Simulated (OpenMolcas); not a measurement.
## OpenMolcas run: N

Input:

```
&GATEWAY
Coord
1

N 0.0 0.0 0.0
Basis=ANO-RCC-VDZ
Group=XYZ
NoMove
AngMom=0.0 0.0 0.0
AMFI
&SEWARD
Relativistic=R03O02
&RASSCF
FileOrb=start.orb
Symmetry=2
Spin=4
nActEl=3 0 0
Inactive=2 0
Ras2=0 3
CIRoot=1 1 1
SDav=1
CIMx=300
Iter=120 100
PrWF=0.3
OrbListing=Nothing
MaxOrb=0
Atom
>>> COPY $Project.JobIph JOB001
&RASSCF
FileOrb=start.orb
Symmetry=2
Spin=2
nActEl=3 0 0
Inactive=2 0
Ras2=0 3
CIRoot=8 8 1
SDav=8
CIMx=300
Iter=120 100
PrWF=0.3
OrbListing=Nothing
MaxOrb=0
Atom
>>> COPY $Project.JobIph JOB002
&RASSI
NrOfJobIphs=2 1 8
1
1 2 3 4 5 6 7 8
IphNames
JOB001
JOB002
EJob
SpinOrbit
DIPRint=1.0
SOCoupling=1000.0
Subsets=2
MEES
Property=10
'ANGMOM' 1 'ANGMOM' 2 'ANGMOM' 3 'MLTPL  1' 1 'MLTPL  1' 2 'MLTPL  1' 3
'AMFI' 1 'AMFI' 2 'AMFI' 3 'MLTPL  2' 6
SOProperty=3
'ANGMOM' 1 'ANGMOM' 2 'ANGMOM' 3
```

Launched by
```bash
OMP_NUM_THREADS=1 MOLCAS_MEM=2252 MOLCAS_PROJECT=a pymolcas a.inp > a.log  # once for each step of the input, in one work folder
```

A driver script runs the steps one by one and writes start.orb anew before each from the orbitals found so far.

Output, cut to the results:

```
--- SEWARD ---
Basis set label: N.ANO-RCC...3S2P.

      Electronic valence basis set:
      ------------------
      Associated Effective Charge   7.000000 au
      Associated Actual Charge      7.000000 au
      Nuclear Model: Point charge

      Shell  nPrim  nBasis  Cartesian Spherical Contaminant
         s      14       3        X
         p       9       2        X
Relativistic=R03O02
                  Relativistic Douglas-Kroll-Hess integrals:
                    - DKH order of Hamiltonian: 3
                    - DKH order of Properties : 2
--- RASSCF ---
Wave function specifications:
      -----------------------------

      Number of closed shell electrons           4
      Number of electrons in active shells       3
      Max number of holes in RAS1 space          0
      Max nr of electrons in RAS3 space          0
      Number of inactive orbitals                2
      Number of active orbitals                  3
      Number of secondary orbitals               4
      Spin quantum number                      1.5
      State symmetry                             2
Orbital specifications:
      -----------------------

      Symmetry species                           1   2
                                                ag  au
      Frozen orbitals                            0   0
      Inactive orbitals                          2   0
      Active orbitals                            0   3
      RAS1 orbitals                              0   0
      RAS2 orbitals                              0   3
      RAS3 orbitals                              0   0
      Secondary orbitals                         1   3
      Deleted orbitals                           0   0
      Number of basis functions                  3   6
      Number of CSFs                             1
      Number of root(s) required                 1
      Iter CI   SX   CI       RASSCF       Energy    max ROT     max BLB   max BLB  Level Ln srch  Step   QN
          iter iter root      energy       change     param      element    value   shift minimum  type update
 Nr of preliminary CI iterations:   1
        1   1    4    1   -54.42582753    0.00E+00   4.14E-02    1   3 1  6.73E-02*  0.00   0.00    SX    NO
        2   1    4    1   -54.42953375   -3.71E-03* -1.23E-02    2   3 1  2.71E-02*  0.00   0.00    SX    NO
        3   1    4    1   -54.42999179   -4.58E-04*  4.82E-03    2   3 1 -5.34E-03*  0.00   0.00    SX    NO
        4   1    4    1   -54.43004373   -5.19E-05* -1.50E-03    2   3 1  2.90E-03*  0.00   0.00    SX    NO
        5   1    4    1   -54.43004994   -6.21E-06*  4.17E-04    2   3 1 -7.18E-04*  0.00   0.75    QN   YES
        6   1    3    1   -54.43005077   -8.29E-07* -1.65E-05    2   3 1  5.32E-05   0.00   1.01    QN   YES
        7   1    3    1   -54.43005077   -1.55E-09   6.38E-06    2   3 1  1.55E-05   0.00   1.35    QN   YES
      Convergence after  7 iterations
        8   1    3    1   -54.43005077   -1.17E-10   6.38E-06    2   3 1  2.12E-08   0.00   1.35    QN   YES
      Natural orbitals and occupation numbers for root  1
      sym 2:   1.000000   1.000000   1.000000
::    RASSCF root number  1 Total energy:    -54.43005077
--- RASSCF ---
Wave function specifications:
      -----------------------------

      Number of closed shell electrons           4
      Number of electrons in active shells       3
      Max number of holes in RAS1 space          0
      Max nr of electrons in RAS3 space          0
      Number of inactive orbitals                2
      Number of active orbitals                  3
      Number of secondary orbitals               4
      Spin quantum number                      0.5
      State symmetry                             2
Orbital specifications:
      -----------------------

      Symmetry species                           1   2
                                                ag  au
      Frozen orbitals                            0   0
      Inactive orbitals                          2   0
      Active orbitals                            0   3
      RAS1 orbitals                              0   0
      RAS2 orbitals                              0   3
      RAS3 orbitals                              0   0
      Secondary orbitals                         1   3
      Deleted orbitals                           0   0
      Number of basis functions                  3   6
      Number of CSFs                             8
      Number of root(s) required                 8
...
--- RASSI ---
SPIN-FREE ENERGIES:
  (Shifted by EMIN (a.u.) =        -54.4300507702)

 SF State       Relative EMIN(au)   Rel lowest level(eV)    D:o, cm**(-1)      L_eff

     1             0.0000000000        0.0000000000              0.0000         0.0
     2             0.1052209127        2.8632068962          23093.3210         2.0
     3             0.1052209127        2.8632068962          23093.3210         2.0
     4             0.1052209127        2.8632068962          23093.3210         2.0
     5             0.1052209127        2.8632068962          23093.3210         2.0
     6             0.1052209127        2.8632068962          23093.3210         2.0
     7             0.1742658867        4.7420163522          38246.9412         1.0
     8             0.1742658867        4.7420163522          38246.9412         1.0
     9             0.1742658867        4.7420163522          38246.9412         1.0
     Dipole printing threshold changed to   1.00000000E+00
Eigenvalues of complex Hamiltonian:
   -----------------------------------
  (Shifted by EMIN (a.u.) =        -54.4300507702)

 SO State       Relative EMIN(au)   Rel lowest level(eV)    D:o, cm**(-1)     J-value

     1            -0.0000006430        0.0000000000              0.0000         0.9
     2            -0.0000006430        0.0000000000              0.0000         1.4
     3            -0.0000006430        0.0000000000              0.0000         1.3
     4            -0.0000006430        0.0000000000              0.0000         0.9
     5             0.1052189839        2.8631719073          23093.0388         0.8
     6             0.1052189839        2.8631719073          23093.0388         0.8
     7             0.1052189839        2.8631719073          23093.0388         1.4
     8             0.1052189839        2.8631719073          23093.0388         1.4
     9             0.1052209127        2.8632243918          23093.4621         2.1
...
```

The J values that RASSI prints are effective ones from its own formula and need not be integers or half-integers; the table below assigns J from the states.

Levels above the lowest, from the spin-orbit matrix, grouped by J:

| Configuration | Term | J | E (cm-1) | Measured (cm-1) | g | Term weight % |
| --- | --- | --- | --- | --- | --- | --- |
| 2s2 2p3 | 4S* | 3/2 | 0.0 | 0.0 | 2.002 | 100 |
| 2s2 2p3 | 2D* | 3/2 | 23093 | 19233 | 0.800 | 100 |
| 2s2 2p3 | 2D* | 5/2 | 23093 | 19224 | 1.200 | 100 |
| 2s2 2p3 | 2P* | 1/2 | 38247 | 28839 | 0.666 | 100 |
| 2s2 2p3 | 2P* | 3/2 | 38248 | 28839 | 1.334 | 100 |

Against the 4 measured excited levels shown (NIST Handbook of Basic Atomic Spectroscopic Data) the mean absolute deviation is 6600 cm-1; the largest miss in energy is 2s2 2p3 2P* 3/2: computed 38248, measured 28839 cm-1 (+32.6 %).

Without dynamic correlation excited terms often stand tens of per cent too high (terms of higher spin than the ground term too low), and those without a measured partner can miss by more than the paired ones. With the s shell closed, the reference lacks s² → p² mixing. Computed and measured levels are paired by configuration, term and J; levels that our copy of the source lacks, or whose pairing is in doubt (as where it misses far off the trend of its configuration), stay unpaired and out of the deviations. Levels of configurations outside the active space are missing.

The RASSCF and RASSI steps took 1.9 s on 1 thread of Intel(R) Xeon(R) 6975P-C (Granite Rapids) (shared host); the integral step is not counted.

The term weight is that of the spin-free term in the level, not the purity of its configuration. * marks odd parity.
